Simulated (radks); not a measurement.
Computed order of ionisation of tungsten. At each step one electron was removed from each of the four highest sub-shells of the ion before, moves of one valence electron (up to charge 6) and the configuration listed by NIST were tried, and the lowest configuration was kept. Method: Dirac Kohn-Sham, PBE, spin-unpolarised, spherical densities, finite nucleus; Fermi nuclear charge, rms radius of each element as measured or else 0.836 A^(1/3) + 0.57 fm; computed with a radial shooting solver on a logarithmic mesh with Libxc functionals. Sub-shells are occupied by j as written (lower j first in brackets).

W: lowest configuration found [Xe] 4f14 5d(3/2: 4, 5/2: 0) 6s2; NIST configuration same; margin to the next tried (eV) 1.941; IE (eV) 8.763; NIST IE (eV) 7.864; kind exp.
W+: lowest configuration found [Xe] 4f14 5d(3/2: 4, 5/2: 0) 6s1; NIST configuration same; margin to the next tried (eV) 0.293; IE (eV) 15.537; NIST IE (eV) 16.4; kind semi-emp.
W2+: lowest configuration found [Xe] 4f14 5d(3/2: 4, 5/2: 0); NIST configuration same; margin to the next tried (eV) 1.412; IE (eV) 25.645; NIST IE (eV) 26.0; kind semi-emp.
W3+: lowest configuration found [Xe] 4f14 5d(3/2: 3, 5/2: 0); NIST configuration same; margin to the next tried (eV) 3.764; IE (eV) 37.607; NIST IE (eV) 38.2; kind semi-emp.
W4+: lowest configuration found [Xe] 4f14 5d(3/2: 2, 5/2: 0); NIST configuration same; margin to the next tried (eV) 6.409; IE (eV) 50.631; NIST IE (eV) 51.6; kind semi-emp.
W5+: lowest configuration found [Xe] 4f14 5d(3/2: 1, 5/2: 0); NIST configuration same; margin to the next tried (eV) 9.270; IE (eV) 64.539; NIST IE (eV) 64.77; kind semi-emp.
W6+: lowest configuration found [Xe] 4f14; NIST configuration same; margin to the next tried (eV) 39.929; IE (eV) 121.86; NIST IE (eV) 122.0; kind semi-emp.
W7+: lowest configuration found [Kr] 4d10 4f14 5s2 5p(1/2: 2, 3/2: 3); NIST configuration [Xe] 4f(5/2: 6, 7/2: 7) lies 0.093 eV higher; margin to the next tried (eV) 0.093; IE (eV) 140.07; NIST IE (eV) 141; kind semi-emp.
W8+: lowest configuration found [Kr] 4d10 4f14 5s2 5p(1/2: 2, 3/2: 2); NIST configuration same; margin to the next tried (eV) 2.676; IE (eV) 158.73; NIST IE (eV) 160; kind semi-emp.
W9+: lowest configuration found [Kr] 4d10 4f14 5s2 5p(1/2: 2, 3/2: 1); NIST configuration same; margin to the next tried (eV) 5.463; IE (eV) 177.80; NIST IE (eV) 179; kind semi-emp.
W10+: lowest configuration found [Kr] 4d10 4f14 5s2 5p(1/2: 2, 3/2: 0); NIST configuration same; margin to the next tried (eV) 8.460; IE (eV) 208.93; NIST IE (eV) 209; kind semi-emp.
W11+: lowest configuration found [Kr] 4d10 4f(5/2: 6, 7/2: 7) 5s2 5p(1/2: 2, 3/2: 0); NIST configuration same; margin to the next tried (eV) 1.751; IE (eV) 234.84; NIST IE (eV) 232; kind semi-emp.
W12+: lowest configuration found [Kr] 4d10 4f(5/2: 6, 7/2: 7) 5s2 5p(1/2: 1, 3/2: 0); NIST configuration differs (not computed); margin to the next tried (eV) 6.718; IE (eV) 256.36; NIST IE (eV) 258; kind semi-emp.
W13+: lowest configuration found [Kr] 4d10 4f(5/2: 6, 7/2: 7) 5s2; NIST configuration same; margin to the next tried (eV) 10.196; IE (eV) 292.11; NIST IE (eV) 291; kind semi-emp.

Reference values: NIST Atomic Spectra Database (exp. = measured, semi-emp. = semi-empirical, theory = theoretical value adopted there). Spin polarisation and multiplet splitting are left out, so open shells lie too high by an amount that depends on their filling.

Beside tabulated values, note that spin-unpolarised runs miss the spin-polarisation part of the exchange energy of open shells.
